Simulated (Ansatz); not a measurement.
`C=[C](Cl)[AlH][CH3]`, relaxed with RKS PBE0-D4/def2-TZVP in the Gaussian-basis code of Ansatz from a PBE-D4/def2-SVP geometry. The force threshold is 0.005 eV/Å; the program also tests the step.

Total charge 0; spin multiplicity 1.

Start:

```xyz
11

C    -0.755   -1.388    1.171
C    -1.034   -0.073    1.033
Cl   -2.297    0.644    2.048
Al   -0.124    1.133   -0.238
C     1.284    0.356   -1.367
H     0.031   -1.842    0.543
H    -1.277   -2.044    1.888
H    -0.562    2.669   -0.293
H     1.736    1.093   -2.061
H     0.893   -0.486   -1.978
H     2.105   -0.064   -0.745
```

```json
{"step": "1", "energy (eV)": "-22318.5278", "largest force (eV/Å)": "0.730", "largest move (Å)": "0.000"}
{"step": "2", "energy (eV)": "-22318.5721", "largest force (eV/Å)": "0.150", "largest move (Å)": "0.032"}
{"step": "3", "energy (eV)": "-22318.5759", "largest force (eV/Å)": "0.084", "largest move (Å)": "0.013"}
{"step": "4", "energy (eV)": "-22318.5760", "largest force (eV/Å)": "0.042", "largest move (Å)": "0.009"}
{"step": "5", "energy (eV)": "-22318.5762", "largest force (eV/Å)": "0.015", "largest move (Å)": "0.007"}
{"step": "6", "energy (eV)": "-22318.5763", "largest force (eV/Å)": "0.015", "largest move (Å)": "0.009"}
{"step": "7 (rejected)", "energy (eV)": "-22318.5763", "largest force (eV/Å)": "0.014", "largest move (Å)": "0.006"}
{"step": "8", "energy (eV)": "-22318.5763", "largest force (eV/Å)": "0.003", "largest move (Å)": "0.003"}
```

End:

```xyz
11

C    -0.743   -1.358    1.151
C    -1.030   -0.065    1.026
Cl   -2.285    0.613    2.041
Al   -0.122    1.126   -0.236
C     1.272    0.341   -1.349
H     0.033   -1.794    0.529
H    -1.248   -2.018    1.852
H    -0.553    2.649   -0.293
H     1.715    1.067   -2.034
H     0.881   -0.487   -1.950
H     2.080   -0.074   -0.736
```

Run time 30 s (4 threads of an Arm Neoverse V1 on a shared host); peak host memory 0.55 GiB.
